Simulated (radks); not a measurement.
The bromine anion Br-, [Kr], held by a Watson sphere: a shell of charge +1 at radius R that stands for the Madelung well of a crystal (potential energy -1/R inside, -1/r outside, in hartree with lengths in bohr). All-electron calculation, scalar-relativistic Kohn-Sham, r2SCAN, spin-polarised, spherical densities, finite nucleus; meta-GGA in the generalised Kohn-Sham scheme; Fermi nuclear charge, rms radius of each element as measured or else 0.836 A^(1/3) + 0.57 fm. Program: a radial shooting solver on a logarithmic mesh with Libxc functionals.

R (bohr),e(3d) (eV),e(4s) (eV),e(4p) (eV),<r> 4p (bohr),sum of <r^2> (bohr^2),X-ray form factor at sin(theta)/lambda = 0.1 1/angstrom
2.78,-66.249,-20.167,-7.962,2.174,47.78,33.010
3.33,-65.688,-19.346,-7.210,2.218,49.46,32.942
3.57,-65.437,-19.023,-6.898,2.233,50.05,32.920
4.31,-64.685,-18.148,-6.028,2.265,51.42,32.874
4.48,-64.522,-17.970,-5.849,2.270,51.65,32.867
